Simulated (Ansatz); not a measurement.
Compare A (`CSC1CCCC1`) with its isomer B (`SC1CCCCC1`).

Calculated with Ansatz (gas phase, PBE0-D4/def2-TZVP geometries, no zero-point term in ΔE). CBS: MP2 limit from def2 TZ/QZ plus the TZ coupled-cluster correction, frozen cores. DFT in def2-TZVPP. B3LYP here is the variant with VWN-RPA as its local correlation; programs differ in this. Each species was taken in one conformer, which may not be the lowest.

(1) Which isomer does CCSD(T)/CBS put lower? Give the gap. (Best estimate.)

(2) Give E(B) − E(A) in kJ/mol with MP2/def2-TZVPP, B3LYP, CCSD(T)/def2-TZVPP, B2PLYP, r2SCAN-D4, ωB97M-V, B3LYP-D4. (Best estimate.)

Largest T1 diagnostic: 0.009.

Answers

(1) The calculation gave: B, by 27.7 kJ/mol.

(2) Computed: MP2/def2-TZVPP -29.0, B3LYP -19.4, CCSD(T)/def2-TZVPP -30.0, B2PLYP -23.2, r2SCAN-D4 -25.9, ωB97M-V -27.2, B3LYP-D4 -26.5. None reverses the order clearly.

In def2-TZVPP, CCSD(T) changes the Hartree–Fock value by −6.5 kJ/mol (the triples alone add +0.5 kJ/mol) and MP2 by −5.5 kJ/mol. From PBE to PBE0 (25 % exact exchange), in def2-TZVPP and without D4, E(B) − E(A) moves by −3.7 kJ/mol.
